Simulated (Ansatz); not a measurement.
Isolated molecules relaxed with PBE0-D4/def2-TZVP in Ansatz; ΔE leaves out vibrations. CCSD(T)/CBS is the MP2 limit (def2-TZVPP, def2-QZVPP) plus CCSD(T) − MP2 in def2-TZVPP, frozen cores. DFT in def2-TZVPP. For Se outer-core shells are correlated without core-valence functions, which leaves a few kJ/mol of doubt a bond. Scalar relativity is left out up to krypton. Each species was taken in one conformer, which may not be the lowest.

Consider the redistribution: `[F][Al]([Cl])[SeH]` + `CN(C)[Si]Cl` → `[Cl][Al]([Cl])[SeH]` + `CN(C)[Si]F`.

Q: Is it downhill or uphill in electronic energy at CCSD(T)/CBS, and by how much? (Estimate.)

A: The calculation gave: Downhill: ΔE = -15.7 kJ/mol.

Q: What do these levels give: PBE0-D4, r2SCANh-D4, CAM-B3LYP, CCSD/def2-SVP, HF/def2-QZVPP, SCS-MP2/def2-QZVPP? (An estimate is asked.)

A: Computed: PBE0-D4 -15.2, r2SCANh-D4 -16.6, CAM-B3LYP -20.1, CCSD/def2-SVP -16.7, HF/def2-QZVPP -27.4, SCS-MP2/def2-QZVPP -15.7 kJ/mol.

Largest T1 diagnostic among the species: 0.013.

From PBE to PBE0 (25 % exact exchange), in def2-TZVPP and without D4, ΔE moves by −3.8 kJ/mol. In def2-TZVPP, CCSD(T) changes the Hartree–Fock value by +11.6 kJ/mol (the triples alone add +2.2 kJ/mol) and MP2 by +13.9 kJ/mol. Leaving LDA and LC-ωPBE aside and taking each functional with its dispersion term where it has one, the values, not all of them listed here, spread over 11.4 kJ/mol, from BHLYP-D4 to revPBE-D4.
